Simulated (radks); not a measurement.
Species: I+. Configuration: [Kr] 4d10 5s2 5p3.5 4f0.5 (fractional occupations, a model configuration). Method: scalar-relativistic Kohn-Sham, r2SCAN, spin-unpolarised, spherical densities, finite nucleus; meta-GGA in the generalised Kohn-Sham scheme; Fermi nuclear charge, rms radius 4.75 fm; computed with a radial shooting solver on a logarithmic mesh with Libxc functionals.

X-ray form factor f0, the Fourier transform of the density (f0(0) = 52):

sin(theta)/lambda (1/angstrom)  f0 (electrons)
0.05                                    50.690
0.1                                     48.484
0.15                                    45.539
0.2                                     42.412
0.25                                    39.448
0.3                                     36.753
0.4                                     32.075
0.5                                     28.123
0.6                                     24.840
0.8                                     20.184
1                                       17.276
1.25                                    14.553
1.5                                     12.102
2                                        8.216
